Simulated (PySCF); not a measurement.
# Converging LiSn⁺ in the basis (PBE)

PySCF, UKS reference; triplet, unpaired electrons σ ↑, π ↑; De to Li⁺ + Sn without counterpoise correction.

| basis | relativity | functions | Re (Å) | ωe (cm⁻¹) | De (eV) | μ (D) |
| --- | --- | --- | --- | --- | --- | --- |
| def2-SVP | scalar-relativistic core potentials | 35 | 3.035 | 201 | 0.86 | -9.49 |
| cc-pVDZ/cc-pVDZ-PP | scalar-relativistic core potentials | 37 | 3.035 | 219 | 0.94 | -9.28 |
| def2-SVPD | scalar-relativistic core potentials | 44 | 3.042 | 200 | 0.88 | -9.35 |

(1) How does each smaller set differ from the one with most functions, def2-SVPD?

A positive dipole points towards Sn; it is taken about the centre of mass and depends on that origin. These are scalar-relativistic numbers at best; spin–orbit coupling would shift them, the dissociation energy most. For an ion De counts to the pair picked by the measured ionisation energies or electron affinities, which need not be the lowest pair at this level. The state is the lowest determinant that a PBE0 search found; another state may lie lower at other levels.

Results:

(1) def2-SVP: -0.7 pm, +0.5 % in ωe, -0.02 eV in De; cc-pVDZ/cc-pVDZ-PP: -0.7 pm, +9.5 % in ωe, +0.06 eV in De. All at PBE; the set with most functions is neither the basis-set limit nor always the best.
